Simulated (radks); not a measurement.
The numbers below are computed, except where a source is named.
Problem. Species: Tm II. Configuration: [Xe] 4f13 6s1. Code: a radial shooting solver on a logarithmic mesh with Libxc functionals. Model: non-relativistic Kohn-Sham, LDA (Slater exchange, Perdew-Wang correlation), spin-polarised, spherical densities, point nucleus; open shells are filled with parallel spins first (spin-orbit coupling, left out, can overturn this in heavy ions); relativity is left out, which matters for an element this heavy. Some entries of the table are withheld. Estimate them.

orbital  occ.  eigenvalue (eV)  <1/r> (bohr^-1)
1s up       1        -55040.66            68.41
1s down     1        -55040.65            68.41
2s up       1        -8906.074            15.98
2s down     1        -8906.036            15.98
2p up       3        -8510.241            16.01
2p down     3        -8510.215            16.01
3s up       1        -1989.629            6.087
3s down     1        -1989.070            6.088
3p up       3        -1809.075            6.036
3p down     3        -1808.563            6.037
3d up       5        -1471.485            5.950
3d down     5        -1471.107            5.951
4s up       1        -384.1190            2.604
4s down     1        -383.2199            2.603
4p up       3        -311.2306            2.510
4p down     3        -310.3386            2.509
4d up       5        -179.6088            2.302
4d down     5        -178.7309            2.301
5s up       1         -51.4909           0.9772
5s down     1         -51.0996           0.9755
5p up       3         -32.4173           0.8517
5p down     3         -32.0586           0.8513
4f up       7         -14.4732              (1)
4f down     6         -13.6797              (2)
6s up       1          -9.0055           0.3295
6s down     0          -8.1908           0.3271

Solution. 
(1) 4f up <1/r> (bohr^-1): 1.748
(2) 4f down <1/r> (bohr^-1): 1.742
